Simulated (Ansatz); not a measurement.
C4H6, charge -1, doublet, at a GFN2-xTB geometry (a state made from the parent by changing its charge; the spin is typed, not shown lowest) (a gas-phase anion, which may not be bound at this level); CAM-B3LYP/def2-SVP (Ansatz, a quantum-chemistry and plane-wave program).

Input for Ansatz:
Ansatz 0.2 input:
```yaml
crystal:
  periodic: [false, false, false]
  atoms:
    - {symbol: C, position_ang: [1.74964510, 0.22896566, -0.67396051]}
    - {symbol: C, position_ang: [0.66822905, -0.16799174, 0.10203731]}
    - {symbol: C, position_ang: [-0.66822905, 0.16799174, -0.10203731]}
    - {symbol: C, position_ang: [-1.74964510, -0.22896566, 0.67396051]}
    - {symbol: H, position_ang: [1.62345498, 0.86305523, -1.54084171]}
    - {symbol: H, position_ang: [2.76116123, -0.07893570, -0.44407030]}
    - {symbol: H, position_ang: [0.88705675, -0.80805557, 0.95869991]}
    - {symbol: H, position_ang: [-0.88705675, 0.80805557, -0.95869991]}
    - {symbol: H, position_ang: [-2.76116123, 0.07893570, 0.44407030]}
    - {symbol: H, position_ang: [-1.62345498, -0.86305523, 1.54084171]}
basis:
  gaussian:
    orbitals: def2-SVP
    final_grid: {core_spheres: 6, valence_spheres: 12, degree: 29}
hamiltonian:
  xc: cam_b3lyp
total_charge: -1
magnetization: {spin_polarized: true, initial_magnetization: 1}
```

What the program printed (banner, timings and long lists left out):

```
Functional definition: CAM-B3LYP
980 factors; their error is unknown
240 factors; integrals over basis functions are off by at most 1.0e-5 eV
mean field evaluation 1: about -4235.3501 eV, gradient 2.1e1 eV
mean field evaluation 2: about -4236.3129 eV, gradient 1.7e1 eV
mean field evaluation 4: about -4237.7976 eV, gradient 1.0e0 eV
mean field evaluation 8: about -4237.8093 eV, gradient 1.4e-2 eV
mean field evaluation 16: about -4237.7890 eV, gradient 4.7e-5 eV
mean field -4237.78900529 eV, -155.7358734677 hartree, gradient 4.7e-5 eV, S^2 0.773276; 0 other end points of the search recorded, 0 dependent functions left out
reference -4237.78911704 eV, -155.7358775745 hartree; 16, 15 occupied and 70, 71 virtual orbitals, 980 factors
Total energy: -4237.78911704 eV, -155.7358775745 hartree
```
